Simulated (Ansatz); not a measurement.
`[SiH3][Ge]([Cl])([Cl])[Cl]` + H–F → `[F][Ge]([Cl])([Cl])[Cl]` + SiH₄ at 298.15 K and 1 bar (cleavage of the Ge–Si bond).

Computed with Ansatz on PBE0-D4/def2-TZVP structures; ΔE is electronic, products minus reactants. CCSD(T)/CBS adds triple-zeta CCSD(T) − MP2 to the extrapolated MP2 energy (def2 sets, frozen cores). This one scheme is used for every species. For Ge outer-core shells are correlated without core-valence functions, which leaves a few kJ/mol of doubt a bond. Scalar relativity is left out up to krypton.

```tsv
species	CCSD(T)/CBS energy (Eh)	H − E (kJ/mol)	S (J/(mol·K))
`[SiH3][Ge]([Cl])([Cl])[Cl]`	-3746.46107	102.6	394.2
H–F	-100.39570	33.5	173.6
`[F][Ge]([Cl])([Cl])[Cl]`	-3555.40119	38.0	349.1
SiH₄	-291.46306	92.1	204.8
```

H − E and S are ideal-gas, rigid-rotor, harmonic terms from PBE0-D4/def2-TZVP. 1 Eh = 2625.50 kJ/mol, R = 8.31446 J/(mol·K).

**Question.** By hand: ΔE, ΔH, ΔS and ΔG.

**Answer.** ΔE = (-3555.40119) + (-291.46306) − (-3746.46107) − (-100.39570) = -0.00748 Eh = -19.6 kJ/mol. Δ(H − E) = 38.0 + 92.1 − 102.6 − 33.5 = -6.0, so ΔH = -25.6 kJ/mol. ΔS = 349.1 + 204.8 − 394.2 − 173.6 = -13.9 J/(mol·K). ΔG = -25.6 − 298.15 × (-13.9)/1000 = -21.5 kJ/mol.

**Question.** By hand: the equilibrium constant, and the temperature at which ΔG would vanish if ΔH and ΔS stayed fixed.

**Answer.** log₁₀ K = −ΔG/(RT ln 10) = 3.8. ΔG = 0 at ΔH/ΔS = 1842 K, though so small a ΔS makes that figure unsure.

The number of gas molecules stays the same, so ΔS is small and ΔH decides. A doubt of 5 kJ/mol in ΔE shifts log₁₀ K by 0.9 here. These are equilibria of isolated gas molecules and say nothing of rates. Largest T1 diagnostic: 0.011 (customary marks: 0.02 for closed shells, 0.045 for open ones).
